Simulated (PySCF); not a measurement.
C2H4BNO2. Atoms are numbered in the order given.

```xyz
10

N     -0.3162     2.5761     0.0000
C      0.3231     1.6081     0.0000
C      1.0053     0.3235     0.0000
B     -0.0331    -0.8987     0.0000
O     -1.3789    -0.7253     0.0000
O      0.4954    -2.1469     0.0000
H      1.6611     0.2413    -0.8832
H      1.6611     0.2413     0.8832
H     -1.6606     0.2007     0.0000
H     -0.1849    -2.8343     0.0000
```

Geometry: B3LYP-D3(BJ)/def2-SVP. Other conformers were not sampled.

Computed with TDDFT-PBE/def2-SVPD run with PySCF.

Vertical excitations. The molecule is in vacuum. State labels are in the subgroup Cs.

```tsv
state	symmetry	energy (eV)	λ (nm)	f	main pairs
S1	A'	7.12	174	0.006	HOMO→LUMO 100 %
S2	A"	7.28	170	0.002	HOMO−1→LUMO 100 %
S3	A"	7.49	166	0.002	HOMO→LUMO+1 92 %
S4	A"	7.51	165	0.001	HOMO−2→LUMO 98 %
S5	A'	7.72	161	0.009	HOMO−3→LUMO 100 %
S6	A'	7.73	160	0.003	HOMO−1→LUMO+1 72 %, HOMO→LUMO+2 11 %
S7	A"	7.82	159	0.003	HOMO−1→LUMO+2 63 %, HOMO→LUMO+3 30 %
S8	A"	7.87	157	0.000	HOMO→LUMO+3 64 %, HOMO−1→LUMO+2 24 %, HOMO−2→LUMO+2 11 %
S9	A'	7.88	157	0.020	HOMO−2→LUMO+1 65 %, HOMO→LUMO+2 16 %, HOMO−1→LUMO+3 15 %
S10	A'	7.97	156	0.014	HOMO→LUMO+2 38 %, HOMO−1→LUMO+3 32 %, HOMO−2→LUMO+3 14 %, HOMO→LUMO+4 7 %
T1	A'	6.42	193	0	HOMO→LUMO+2 39 %, HOMO−1→LUMO+1 22 %, HOMO−2→LUMO+1 11 %, HOMO−1→LUMO+3 11 %
T2	A"	6.86	181	0	HOMO→LUMO+1 57 %, HOMO−1→LUMO+2 19 %, HOMO−2→LUMO+2 9 %, HOMO→LUMO+3 9 %
T3	A'	6.89	180	0	HOMO→LUMO+2 43 %, HOMO−1→LUMO+1 25 %, HOMO−2→LUMO+1 9 %, HOMO−1→LUMO+3 7 %
T4	A'	7.02	177	0	HOMO→LUMO 93 %
```
Triplets are in the Tamm–Dancoff approximation, which puts them higher than full response would, so one can lie above its singlet here.
